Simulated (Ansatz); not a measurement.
`CC(F)C(F)(F)F` → `CC(F)F` + `F[C]F` at 400 K and 1 bar (difluorocarbene loss).

Gas-phase electronic energies from Ansatz, PBE0-D4/def2-TZVP geometries. CCSD(T)/CBS adds triple-zeta CCSD(T) − MP2 to the extrapolated MP2 energy (def2 sets, frozen cores). This one scheme is used for every species.

```csv
species,CCSD(T)/CBS energy (Eh),H − E (kJ/mol),S (J/(mol·K))
`CC(F)C(F)(F)F`,-515.74039,225.5,378.0
`CC(F)F`,-278.09861,180.4,302.7
`F[C]F`,-237.54028,33.0,252.5
```

H − E and S are ideal-gas, rigid-rotor, harmonic terms from PBE0-D4/def2-TZVP, for one conformer and one mirror image of each species. 1 Eh = 2625.50 kJ/mol, R = 8.31446 J/(mol·K).

Task: By hand: ΔE, ΔH, ΔS and ΔG.

Result: ΔE = (-278.09861) + (-237.54028) − (-515.74039) = 0.10150 Eh = 266.5 kJ/mol. Δ(H − E) = 180.4 + 33.0 − 225.5 = -12.1, so ΔH = 254.4 kJ/mol. ΔS = 302.7 + 252.5 − 378.0 = 177.2 J/(mol·K). ΔG = 254.4 − 400 × (177.2)/1000 = 183.5 kJ/mol.

Task: By hand: the equilibrium constant, and the temperature at which ΔG would vanish if ΔH and ΔS stayed fixed.

Result: log₁₀ K = −ΔG/(RT ln 10) = -24.0. ΔG = 0 at ΔH/ΔS = 1436 K.

The number of gas molecules changes by +1, which sets the sign of ΔS. A doubt of 5 kJ/mol in ΔE shifts log₁₀ K by 0.7 here. Other conformers and mirror images would add mixing entropy, several J/(mol·K) or more a flexible species. These are equilibria of isolated gas molecules and say nothing of rates. Largest T1 diagnostic: 0.017 (customary marks: 0.02 for closed shells, 0.045 for open ones).
